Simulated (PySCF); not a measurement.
**KCa: from constants to spectrum**

PBE0 constants of KCa, ²Σ⁺ (doublet), unpaired electrons σ ↑ (PySCF, spin-free X2C with a Gaussian nucleus, basis sets K x2c-TZVPall, Ca x2c-TZVPall; masses 38.9637 and 39.9626 u):

* ωe: 74.8 cm⁻¹
* ωexe: 0.648 cm⁻¹
* Be: 0.047083 cm⁻¹
* αe: 0.000453 cm⁻¹
* D (centrifugal): 7.47e-08 cm⁻¹
* De to K + Ca: 0.226 eV

Question: Give the vibrational terms G(v) and spacings up to v = 6.

Answer: G(v) = ωe(v+½) − ωexe(v+½)².

```
v  G(v) (cm⁻¹)  G(v) − G(v−1)  Bv (cm⁻¹)
0         37.2                   0.04686
1        110.7           73.5    0.04640
2        182.9           72.2    0.04595
3        253.9           70.9    0.04550
4        323.5           69.6    0.04504
5        391.8           68.3    0.04459
6        458.8           67.0    0.04414
```

Question: How well does the Morse estimate ωe²/(4ωexe) reproduce De, and what is D0?

Answer: It gives 0.268 eV, 118 % of the computed De. D0 = De − G(0) = 0.226 − 0.005 = 0.221 eV.

The bond is weak. Basis-set superposition, not corrected here, can be much of De in a small basis, most of all at correlated wavefunction levels. Functionals without a dispersion term scatter widely for such bonds, and LDA overbinds them. The state was picked by a PBE0 search and need not be the measured ground state.
